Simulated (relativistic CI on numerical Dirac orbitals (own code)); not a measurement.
**Level scheme of Pm²⁸⁺**

Method of calculation: Dirac-Coulomb-Breit CI, orbitals from a KLI potential per configuration, model QED, unscaled Slater integrals (own radial code, finite nucleus).

Configuration list (outside the closed core [Ar] 3d10): 4s²4p³, 4s4p⁴, 4s²4p²4d, 4p⁵, 4s4p³4d, 4s²4p²4f, 4s4p³4f, 4p⁴4d, 4s4p²4d², 4s²4p4d4f, 4p⁴4f, 4s²4p4d², 4s²4d³, 4s4p4d³, 4s²4d²4f, 4s4p4d²4f, 4p³4d², 4p²4d³, 4p²4d²4f. Double excitations out of closed p, d and f shells are left out; levels of such configurations are missing from the list, as are those of other unlisted configurations, and high levels can miss mixing partners.

The lowest level is 4s²4p³ ²P°3/2, with 42 % of that term; Hund's rules for 4s²4p³ give ⁴S° with J = 3/2, of which the calculation keeps J, while another term leads.

```csv
No.,Configuration,Term,J,E (cm⁻¹),%,Landé g
1,4s²4p³,²P°,3/2,0,42,1.423
2,4s²4p³,⁴S°,3/2,229530,51,1.424
3,4s²4p³,²D°,5/2,262870,98,1.197
4,4s²4p³,²P°,1/2,306338,98,0.662
5,4s²4p³,²P°,3/2,540416,55,1.281
6,4s4p⁴(3P),⁴P,5/2,752435,74,1.513
7,4s4p⁴(1D),²D,3/2,826062,22,1.121
8,4s4p⁴(1S),²S,1/2,850783,45,2.268
9,4p²(3P)4d,⁴F,3/2,906461,34,0.908
10,4p²(3P)4d,⁴F,5/2,969207,29,1.185
11,4s4p⁴(3P),⁴P,3/2,1010643,50,1.385
12,4s4p⁴(1D),²D,5/2,1050452,59,1.267
13,4p²(3P)4d,²P,3/2,1080586,32,1.026
14,4p²(3P)4d,⁴D,1/2,1081116,39,0.793
15,4p²(1D)4d,²F,5/2,1104960,55,0.947
16,4p²(3P)4d,⁴F,7/2,1130073,35,1.091
17,4p²(3P)4d,⁴D,1/2,1143999,46,0.804
18,4p²(3P)4d,⁴D,7/2,1154671,48,1.311
19,4p²(3P)4d,⁴D,3/2,1169685,32,1.105
20,4p²(1D)4d,²G,9/2,1189819,51,1.216
21,4p²(3P)4d,⁴P,5/2,1206352,31,1.235
22,4p²(3P)4d,²P,3/2,1218128,30,1.144
23,4p²(3P)4d,⁴D,5/2,1246163,33,1.272
24,4p²(3P)4d,⁴P,1/2,1249327,39,2.008
25,4p²(1D)4d,²P,3/2,1259315,43,1.477
26,4p²(1D)4d,²G,7/2,1262982,44,1.067
27,4p²(3P)4d,²D,3/2,1298832,71,0.856
28,4p²(3P)4d,²D,5/2,1303379,53,1.143
29,4p²(3P)4d,²P,1/2,1322732,69,1.093
30,4s4p⁴(3P),²P,1/2,1369184,35,1.411
```

Energies count from the lowest computed level; ° marks odd parity. Percentages are summed over parent terms; the parents shown are those of the largest component, closed shells are left out there.

The mean weight of the leading LS term, summed over parents, in these 30 levels is 48 %, and that of the leading jj configuration (from the same eigenvectors) 72 %, so jj coupling describes them better and the LS labels are nominal.

At this charge energies of transitions that change n are usually good to better than 1 %, and those within a shell (Δn = 0) to a few per cent.

LS names give the leading component of a level, which can be under half, so a name can repeat, a term be missing and a line seem to break the LS rules.
